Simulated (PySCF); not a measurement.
B3LYP has the VWN-RPA correlation part, as in Gaussian. Delta-SCF ions had no search for a lower state. Excitations are Tamm–Dancoff values on a coarser integration grid. The basis has no diffuse functions, so Rydberg states are missing or too high.

# C2H6OSi, SMILES `OC([SiH3])=C` (Si–C–O–H torsion 0°) (charge 0, multiplicity 1)

The numbers are results of B3LYP-D3(BJ)/def2-TZVP (PySCF 2.14.0), not measurements.

| Property | Value |
|---|---|
| HOMO | -6.70 eV |
| dipole moment | 1.23 D |
| LUMO | -0.24 eV |
| HOMO–LUMO gap | 6.46 eV |
| S1 excitation (TDA) | 5.44 eV |
| S1 oscillator strength | 0.000 |
| brightest of the four lowest singlets (TDA) | 6.70 eV |
| T1 excitation (TDA) | 3.99 eV |
| S1–T1 gap (TDA) | 1.45 eV |
| vertical ionisation energy (Delta-SCF) | 9.12 eV |
| total energy | -444.6136 Ha |
| cost | roughly 2.3 core-minutes |

```xyz
10

C     -1.5685    -0.4100    -0.0193
C     -0.4602     0.3277     0.0408
O     -0.5833     1.6936     0.1895
Si     1.2511    -0.4355    -0.0704
H     -2.5512     0.0422     0.0461
H     -1.5079    -1.4816    -0.1354
H      0.2812     2.1146     0.2201
H      2.0238    -0.1068     1.1533
H      1.9833     0.1485    -1.2218
H      1.1287    -1.8990    -0.2257
```
Charge 0, spin multiplicity 1.
